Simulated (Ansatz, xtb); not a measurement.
Two isomers of C4H4O3

Structure X: `O=C1C=COCO1`, a singlet. Structure Y: `Cc1coc(=O)o1`, a singlet. Both are isolated molecules in the gas phase, relaxed with B3LYP/def2-SVP.

Energies in hartree; the thermal terms are from GFN2-xTB frequencies at re-optimised GFN2-xTB minima (ideal gas, soft modes damped towards free rotors, one conformer each, 298.15 K, 1 atm) and include the zero-point energy:

|  | X | Y |
| --- | --- | --- |
| E, CCSD(T)/def2-SVP | −379.202803 | −379.219365 |
| E, MP2/def2-SVP | −379.130697 | −379.149178 |
| E, MP2/def2-TZVPP | −379.839646 | −379.855796 |
| zero-point energy | 0.076427 | 0.076232 |
| H(298 K) − E | 0.083050 | 0.083286 |
| G(298 K) − E | 0.046890 | 0.046165 |

Task: Correct the CCSD(T) difference for the basis set by the MP2 change, then work out ΔE, ΔE₀, ΔH and ΔG for X → Y in kcal/mol (1 Eh = 627.51 kcal/mol) and the equilibrium ratio [Y]/[X].

Result: 1. Differences Y − X: CCSD(T) −0.016562, MP2 in the small set −0.018481, MP2 in the large set −0.016150 Eh.
2. ΔE = −0.016562 + (−0.016150 − (−0.018481)) = −0.014231 Eh = −8.93 kcal/mol.
3. ΔE₀ = ΔE + ΔZPE = −0.014231 + (−0.000195) Eh = −9.05 kcal/mol.
4. ΔH = ΔE + (+0.000236) Eh = −8.78 kcal/mol.
5. ΔG = ΔE + (−0.000725) Eh = −9.39 kcal/mol, so ΔS = (ΔH − ΔG)/T = +8.5 J/(mol K).
6. kT = 0.9442 mEh, so K = [Y]/[X] = exp(−ΔG/kT) = exp(+15.84) ≈ 7.6 × 10^6.

Structure Y is favoured at this temperature. An error of 1 kcal/mol in ΔG would change K by a factor of 5.4. Mirror images and further conformers aren't counted.

As drawn, both hold the same kinds of bond in the same numbers. Structure X has 0 methyl groups, Y 1. Structure X has a 6-membered ring, Y a 5-membered ring.

Other levels gave ΔE = −23.6 (GFN2-xTB); −17.0 (HF/STO-3G, GFN2-xTB geometries); −10.7 (r2SCAN-D4/def2-SVP, GFN2-xTB geometries); −10.0 (B3LYP/def2-SVP); −7.4 (HF/def2-SVP); −11.6 (MP2/def2-SVP); −10.4 (CCSD(T)/def2-SVP) kcal/mol. The correlated steps freeze 7 core orbitals. Programs: Ansatz 0.2.0, xtb 6.7.1.
